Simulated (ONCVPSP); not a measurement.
ruthenium: one change to an ONCV potential, before and after

ruthenium, optimised norm-conserving Vanderbilt (ONCV), made with ONCVPSP 4.0.1 (PBE, fully relativistic). Core [Kr], reference 4d7 5s1. Waves: 5s: rc 2.35 bohr, ncon 5, nbas 10, qcut 2.5 1/bohr, 2 projectors, debl 3.7 Ha; p scattering state at 0.14 Ha: rc 2.30 bohr, ncon 3, nbas 7, qcut 3.2 1/bohr, 2 projectors, debl 2.8 Ha; 4d: rc 1.40 bohr, ncon 3, nbas 7, qcut 7.9 1/bohr, 2 projectors, debl 3.1 Ha. Local part: polynomial inside 1.10 bohr (lpopt 5, dvloc0 -1 Ha). Core correction: Teter function, parameters optimised by the program.

Open shells are filled in proportion to 2j + 1.

Change: d: rc 1.82.

Cutoffs: the cutoffs (Ha) at which the residual kinetic energy of the hardest occupied pseudo-wave falls to 1 and 0.1 mHa per electron; they do not see the model core or the augmentation charge, which bear on the density cutoff. Errors are all-electron minus pseudo energies relative to the spin-unpolarised reference configuration.

Problem. Predict the effect on cutoff, ghosts and configuration errors.

Solution. The potential gets softer (24 Ha and 29 Ha → 21 Ha and 25 Ha); both files keep a bound ghost (p, s); the errors of the 4 common tests hardly move. A larger radius leaves more room for a smooth pseudo-wave, so fewer plane waves are needed.

```csv
quantity,base,changed
"cutoff, loose",24 Ha,21 Ha
"cutoff, tight",29 Ha,25 Ha
loose cutoff by channel,"s 3.1 Ha, d 24 Ha","s 3.1 Ha, d 21 Ha"
bound ghosts,"s, p3/2, p1/2","s, p3/2, p1/2"
GHOST(+) flags under 300 eV,s at 115.3 eV,s at 115.3 eV
"error for 4d7 5s0, meV [ΔE 7.29 eV]",-95,-95
"error for 4d6 5s0, meV [ΔE 25.48 eV]",-335,-335
"error for 4d5 5s0, meV [ΔE 56.10 eV]",-944,-939
"error for 4d6 5s2, meV [ΔE 1.70 eV]",-98,-96
s: phases at 2.39 bohr within 0.05 rad from the reference energy up to (Ha; the scan ends near 5),3.8,3.8
p3/2: phases at 2.34 bohr within 0.05 rad from the reference energy up to (Ha; the scan ends near 5),3.9,3.9
p1/2: phases at 2.34 bohr within 0.05 rad from the reference energy up to (Ha; the scan ends near 5),3.9,3.9
"rms error of d²Exc/dni dnj with the model core, mHa",0.16,0.15
```

 A true bound ghost makes a file unfit for plane-wave use even where its test errors are small: the radial tests pick states by their node count and pass the ghost by.
